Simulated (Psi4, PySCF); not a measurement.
C4H9Se (SMILES C[CH][Se]CC), doublet, at a GFN2-xTB geometry, atoms displaced at random by about 0.08 Å a coordinate. Base run: PBE/STO-3G, gradient run with PySCF.

The PySCF input:
```python
from pyscf import gto, scf, dft

mol = gto.M(
    atom='''
C     2.146385    0.509540    1.307565
C     1.063813    0.665368    0.803901
Se    0.152815   -0.562978   -0.381033
C    -1.466998    0.341513   -0.692671
C    -2.307738    0.254413    0.704321
H     2.208950    1.095006    2.256767
H     2.313557   -0.661596    1.430195
H     3.153212    0.993959    0.842740
H     0.670703    1.772514    0.459996
H    -2.110332   -0.317814   -1.464669
H    -1.534007    1.286618   -1.213195
H    -1.760251    0.869097    1.432321
H    -3.310783    0.816374    0.518703
H    -2.331104   -0.644351    0.880478
''',
    basis='sto-3g',
    charge=0,
    spin=1,
    verbose=4,
)

mf = dft.UKS(mol)
mf.xc = 'pbe'
mf.kernel()
g = mf.nuc_grad_method()
grad = g.kernel()
```

Programs used: Psi4, PySCF; a row that names a program was run with it.

The coordinate followed is y of atom 8.

Variants of this job, named by their change:

| change | dE/dx (Eh/bohr) | net force (Eh/bohr) |
|---|---|---|
| base | 0.023635 | 0.000059 |
| conv_tol = 1e-4 | 0.023739 | 0.000059 |
| finite difference step (bohr) = 1e-4; conv_tol = 1e-11 | 0.023635 | - |
| conv_tol = 1e-11 | 0.023635 | 0.000059 |
| grids.level = 5; grid_response = off | 0.023635 | 0.000004 |
| grids.level = 0; grid_response = on | 0.024551 | 0.000000 |
| grids.level = 1; grid_response = off | 0.023630 | 0.000421 |
| grids.level = 5; grid_response = on | 0.023635 | 0.000000 |
| finite difference step (bohr) = 1e-3; conv_tol = 1e-11 | 0.023635 | - |
| code = psi4 | 0.023623 | 0.000243 |
| finite difference step (bohr) = 0.01; conv_tol = 1e-11 | 0.023635 | - |
| conv_tol = 1e-6 | 0.023642 | 0.000059 |

The net force is zero for an exact gradient.

Open shells are given as the SCF converged; they aren't shown to be the lowest states, and a large step between rows can be another state.
